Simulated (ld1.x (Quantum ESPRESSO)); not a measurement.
Transferability test, TM potential for N

ld1.x (Quantum ESPRESSO) 7.5 input, shortened:

```
&input
   title='N', zed=7., rel=1, dft='PBE', iswitch=3,
   config='[He] 2s2 2p2 3d-2'
 /
 &inputp
   pseudotype=2, tm=.true., lloc=-1, rcloc=1.40,
   nlcc=.false.
 /
3
2S  1  0   2.00   0.00  0.75  0.75  0.0
2P  2  1   2.00   0.00  1.20  1.20  0.0
3D  3  2  -2.00   0.05  1.20  1.20  0.0
 &test
   configts(1)='2s2 2p2'
 /
```

Energies are relative to the spin-unpolarised reference configuration 2s2 2p2; without spin polarisation the order of configurations can differ from experiment.

Q: Give the all-electron excitation energy and the error of the potential for: 2s2 2p3; 2s2 2p1; 2s2 2p0; 2s2 2p3.3; 2s2 2p2.5; 2s1 2p4; 2s1 2p0.

A:

```
valence configuration  charge  ΔE all-electron (eV)  error AE − PS (meV)
              2s2 2p3       0               -13.591                 +4.3
              2s2 2p1      +2                28.854                  +32
              2s2 2p0      +3                75.936                 +308
            2s2 2p3.3    -0.3               -15.210                 +4.6
            2s2 2p2.5    +0.5                -8.498                 +2.2
              2s1 2p4       0                -2.084                  +32
              2s1 2p0      +4               153.755                 +620
```

Levels in the configuration 2s2 2p3.3:

| level | all-electron (eV) | pseudo (eV) |
| --- | --- | --- |
| 2s | -15.124 | -15.104 |
| 2p | -3.772 | -3.772 |
